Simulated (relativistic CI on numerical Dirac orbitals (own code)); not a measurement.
# Hyperfine structure of In³¹⁺, mass number 113

Computed by Dirac-Coulomb-Breit CI, orbitals from a KLI potential per configuration, model QED (radiative potential, 1s self-energy scaled to tabulated hydrogen-like ionisation energies), unscaled Slater integrals (own radial code, finite nucleus).

Configuration list (outside the closed core [Ne]): 3s²3p⁶, 3s²3p⁵3d, 3s3p⁶3d, 3s²3p⁵4s, 3s²3p⁵4p, 3s²3p⁵4d, 3s3p⁶4s, 3p⁶3d4p, 3p⁶3d², 3p⁵3d³, 3p⁵3d²4s, 3p⁵3d²4p, 3p⁵3d²4d, 3p⁶3d4s, 3p⁵3d4s², 3p⁵3d4s4p, 3p⁵3d4s4d. Double excitations out of closed p, d and f shells are left out; levels of such configurations are missing from the list, as are those of other unlisted configurations, and high levels can miss mixing partners.

Nuclear spin I = 9/2, μ = 5.5208 μN, Q = 0.761 b (tables of Stone and Pyykkö). The electronic factors are computed for point nuclear moments, without core polarisation or the Bohr-Weisskopf and QED corrections.

| Level | E (eV) | A (GHz) | B (GHz) |
| --- | --- | --- | --- |
| 3s²3p⁵3d ³P°1 | 141.489 | 27.79 | 13.9 |
| 3s²3p⁵3d ³F°3 | 146.873 | 43.45 | -58.1 |
| 3s²3p⁵3d ³F°4 | 153.144 | 29.17 | -53.2 |
| 3s²3p⁵3d ³D°3 | 163.355 | 25.76 | 23.9 |
| 3s²3p⁵3d ³D°1 | 175.930 | -11.78 | 10.9 |
| 3s²3p⁵3d ³F°2 | 193.405 | 109.7 | 23.5 |
| 3s²3p⁵3d ¹P°1 | 225.007 | -48.97 | 1.31 |
| 3s3p⁶3d ³D1 | 311.955 | -258.4 | 5.75 |

Levels with J = 0, under 50 % of one LS term, or S terms without an open s electron are left out. Small factors come from cancelling terms and can be off by tens of per cent or more.

At this charge energies of transitions that change n are usually good to better than 1 %, and those within a shell (Δn = 0) to a few per cent.

(1) Give the hyperfine levels of 3s²3p⁵3d ³F°3 relative to its centre of gravity.

## Answers

(1) With K = F(F + 1) − I(I + 1) − J(J + 1), E = AK/2 + B[¾K(K + 1) − I(I + 1)J(J + 1)]/[2I(2I − 1)J(2J − 1)]: F = 3/2: -743.6, F = 5/2: -622.8, F = 7/2: -457.2, F = 9/2: -250.1, F = 11/2: -5.75, F = 13/2: 270.4, F = 15/2: 572.1 GHz.

LS names give the leading component of a level, which can be under half, so a name can repeat, a term be missing and a line seem to break the LS rules.
